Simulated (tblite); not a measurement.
BBrGeH3O (doublet state).
Bonds: Ge1–O2, O2–B3, B3–Br4. Hydrogens: H5, H6 on Ge1; H7 on B3.

Computed with GFN2-xTB (tblite), gas phase: L-BFGS steps from a force-field or distance-geometry start until the largest atomic force falls under 0.01 eV/Å.

At the end of the run (lengths in Å): O2–B3 1.300, B3–Br4 1.895, Ge1–O2 1.785, Ge1–H5 1.595, Ge1–H6 1.595, B3–H7 1.178, Ge1–O2–B3 165.0°, O2–Ge1–H5 94.8°, H5–Ge1–H6 104.5°, O2–B3–H7 124.7°, Ge1–O2–B3–Br4 180°, H7–B3–O2–Ge1 0°, H5–Ge1–O2–B3 -127°.

**Question.** These geometries were met on the way; a selection of coordinates is given. Order them by energy above the end point, lowest first.
A. O2–B3 1.344, B3–Br4 1.926, Ge1–O2 1.777, Ge1–H5 1.625, Ge1–H6 1.648, B3–H7 1.201, Ge1–O2–B3 110.4°, O2–Ge1–H5 100.4°, H5–Ge1–H6 104.8°, O2–B3–H7 122.8°, Ge1–O2–B3–Br4 -119°, H7–B3–O2–Ge1 54°, H5–Ge1–O2–B3 -145°
B. O2–B3 1.455, B3–Br4 2.024, Ge1–O2 1.774, Ge1–H5 1.515, Ge1–H6 1.532, B3–H7 1.199, Ge1–O2–B3 106.2°, O2–Ge1–H5 115.4°, H5–Ge1–H6 115.9°, O2–B3–H7 113.8°, Ge1–O2–B3–Br4 -102°, H7–B3–O2–Ge1 33°, H5–Ge1–O2–B3 -127°
C. O2–B3 1.298, B3–Br4 1.882, Ge1–O2 1.868, Ge1–H5 1.632, Ge1–H6 1.578, B3–H7 1.165, Ge1–O2–B3 156.5°, O2–Ge1–H5 99.5°, H5–Ge1–H6 102.8°, O2–B3–H7 123.0°, Ge1–O2–B3–Br4 -130°, H7–B3–O2–Ge1 50°, H5–Ge1–O2–B3 -131°
D. O2–B3 1.337, B3–Br4 1.863, Ge1–O2 1.907, Ge1–H5 1.584, Ge1–H6 1.581, B3–H7 1.181, Ge1–O2–B3 98.5°, O2–Ge1–H5 109.9°, H5–Ge1–H6 112.1°, O2–B3–H7 119.4°, Ge1–O2–B3–Br4 -112°, H7–B3–O2–Ge1 49°, H5–Ge1–O2–B3 -139°
E. O2–B3 1.309, B3–Br4 1.919, Ge1–O2 1.792, Ge1–H5 1.573, Ge1–H6 1.560, B3–H7 1.182, Ge1–O2–B3 136.4°, O2–Ge1–H5 99.4°, H5–Ge1–H6 106.3°, O2–B3–H7 121.7°, Ge1–O2–B3–Br4 -118°, H7–B3–O2–Ge1 45°, H5–Ge1–O2–B3 -137°

**Answer.** C (0.179 eV), E (0.362 eV), A (0.685 eV), D (1.168 eV), B (2.037 eV).

| step | E above end (eV) | rms distance from the end, all atoms (Å) | largest force (eV/Å) | rms shift of all bonds from the end (Å) |
| --- | --- | --- | --- | --- |
| 14 | 0.179 | 0.475 | 0.806 | 0.038 |
| 10 | 0.362 | 0.570 | 0.699 | 0.020 |
| 8 | 0.685 | 0.684 | 1.508 | 0.035 |
| 3 | 1.168 | 0.830 | 0.928 | 0.054 |
| 0 | 2.037 | 0.869 | 3.006 | 0.092 |

Rows stand in the order of the answer.
